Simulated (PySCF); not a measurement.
NMR data simulated for an unnamed compound:

1H NMR (500 MHz, computed): δ 7.30 (m, 1H), 5.45 (m, 1H), 5.43 (m, 1H), 3.30 (m, 1H), 2.38 (s, 1H), 1.36 (d, 3H).

13C{1H} NMR (computed): δ 168.7 (CH), 156.9 (C), 87.0 (CH), 85.3 (C), 65.1 (C), 59.7 (CH), 18.3 (CH3).

[PySCF 2.14.0 with density-fitted response routines: shielding tensors at PBE0/pcSseg-1 (GIAO); geometry from GFN2-xTB; in vacuum; averaged over atoms made equivalent by symmetry, fast rotation or ring inversion; single conformer; no relativistic terms]

Referencing at the same level of theory: 1H (σ = 31.72 ppm), 13C (σ = 186.93 ppm) vs TMS.

Which of these does the molecule contain: a C≡C triple bond, an N-methyl group, a non-aromatic C=C double bond, a Si–H bond, a three-membered ring, a heteroaromatic ring?

Results:


- A C≡C triple bond: yes (δC 87.0, 85.3; δH 2.38 (s)).
- An N-methyl group: no.
- A non-aromatic C=C double bond: yes.
- A Si–H bond: yes (δH 5.43 (m), 5.45 (m)).
- A three-membered ring: no.
- A heteroaromatic ring: no.

The data belong to `F[SiH2]C1=C[C@@H](C)[C@]1(C#C)Cl`, C7H8ClFSi; they needn't prove each group on their own.

Carbon signals by region: 1 in the far downfield region (above 160 ppm), 1 in the sp2 and nitrile region (100–160 ppm), 4 at 50–100 ppm, 1 below 50 ppm. Above 160 ppm: 168.7, alkene CH.

Carbons that carry Cl, above all several Cl atoms, come out too deshielded, partly because spin–orbit coupling is missing. Splittings by 19F in the carbon and heteronuclear signals aren't shown, as no couplings were computed. Shifts are as computed. Against solution values, carbons near 30 ppm lie about +3 ppm off and those near 130 ppm about +5 ppm; carbons on Cl a further +6 ppm. Of 1309 compounds with measured shifts, 239 miss one by over three times the rms of a fit or turn the order of signals round; such compounds aren't used in these exercises. No couplings were computed; multiplicities are counted from neighbouring protons, with m where these are inequivalent, close in shift, in a saturated or five-membered ring or joined by F or P, and br s for small geminal =CH2 splittings.
